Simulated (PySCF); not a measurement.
Computed IR spectrum (relative IR intensity) of a molecule C2H5FO2Si. The structure is a stationary point at PBE-D3(BJ)/def2-SVP. One conformer was computed; it need not be the lowest. Level of theory: PBE-D3(BJ)/def2-SVP (PySCF). Frequencies are harmonic and unscaled.

Lines under 2 % of the strongest are left out, and lines within 2 cm⁻¹ are merged.

ν (cm⁻¹): 120 (vw), 232 (vw), 407 (m), 475 (m), 646 (w), 677 (s), 703 (m), 742 (m), 748 (m), 810 (w), 852 (s), 908 (vs), 1126 (vs), 1217 (m), 1299 (w), 1375 (vw), 1744 (vs), 2192 (s), 3532 (w) (against the strongest line: vs over 80 %, s over 45 %, m over 15 %, w over 4 %, vw less)

Q: Which molecule gave these data?
A) C[Si@H](F)C(=O)O
B) C[Si]1(F)OCO1
C) O[Si]1(F)COC1
D) O[SiH2]O/C=C\F

A: A, C[Si@H](F)C(=O)O
